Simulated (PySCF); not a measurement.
MgPb and its ions

ROHF-SCS-MP2; basis Mg aug-cc-pVDZ, Pb aug-cc-pVDZ-PP with ECP60; scalar-relativistic core potentials; PySCF 2.14. Neutral (ROHF): triplet (π ↑↑), Re = 2.871 Å, ωe = 181 cm⁻¹, De = 0.54 eV.

MgPb⁻ (ROHF): quartet (σ ↑, π ↑↑), Re = 3.040 Å, ωe = 138 cm⁻¹, De = 0.60 eV to Mg + Pb⁻. The energies at the minima are -391.54815 hartree for MgPb and -391.59075 for MgPb⁻.

Work out the adiabatic electron affinity, without and with harmonic zero-point energies (1 hartree = 27.2114 eV, 1 eV = 8065.5 cm⁻¹), and the change of the bond length.

At ROHF-SCS-MP2: 0.04260 hartree = 1.159 eV between the minima; the zero-point term (181.0 − 138.0)/2 cm⁻¹ = +0.003 eV makes it 1.162 eV. Re changes by +16.9 pm against the neutral. The electron enters a σ orbital; the charge polarises the partner, so the anion is bound more strongly.

Correlated steps freeze 5 core orbitals. Correlated levels converge slowly with the basis: in double zeta they bind strong bonds too weakly, by up to about 1 eV, and carry superposition errors of some tenths. These are scalar-relativistic numbers at best; spin–orbit coupling would shift them, the dissociation energy most. For an ion De counts to the pair picked by the measured ionisation energies or electron affinities, which need not be the lowest pair at this level. States were picked by a PBE0 search and need not be the measured ground states.
